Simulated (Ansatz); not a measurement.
Stepwise reaction of `C[NH][SnH2][NH]C` with hydrogen, as a gas-phase model of exchange steps in deposition or etching. ΔE in kJ/mol.

Program: Ansatz. Geometries: PBE0-D4/def2-TZVP. ΔE: electronic, gas phase. CBS: MP2 limit from def2 TZ/QZ plus the TZ coupled-cluster correction, frozen cores. This one scheme is used for every species. Functionals use def2-TZVPP. B3LYP here is the variant with VWN-RPA as its local correlation; programs differ in this. Elements past krypton have def2 core potentials. For Sn outer-core shells are correlated without core-valence functions, which leaves a few kJ/mol of doubt a bond. One conformer a species, not always the lowest.

| step | reaction | PBE-D4 | B3LYP-D4 | ωB97M-V | CCSD(T)/CBS |
| --- | --- | --- | --- | --- | --- |
| 2 | `C[NH][SnH3]` + H₂ → `[SnH4]` + CH₃NH₂ | -33.6 | -34.3 | -37.5 | -26.7 |

**Question.** Give the row of step 1, `C[NH][SnH2][NH]C` + H₂ → `C[NH][SnH3]` + CH₃NH₂. (Estimate.)

**Answer.** The calculation gave: 
```csv
step,reaction,PBE-D4,B3LYP-D4,ωB97M-V,CCSD(T)/CBS
1,`C[NH][SnH2][NH]C` + H₂ → `C[NH][SnH3]` + CH₃NH₂,-19.3,-19.5,-22.4,-12.2
```

**Question.** By hand: ΔE of the 2 steps together at CCSD(T)/CBS.

**Answer.** (-12.2) + (-26.7) = -38.9 kJ/mol, or -19.4 kJ/mol a step.

In ΔE each step is lower than the one before. All are downhill at CCSD(T)/CBS. PBE-D4 differs from CCSD(T)/CBS by -7.1 to -6.9 kJ/mol a step. Isolated molecules leave out the surface, adducts and barriers. Largest T1 diagnostic: 0.013.
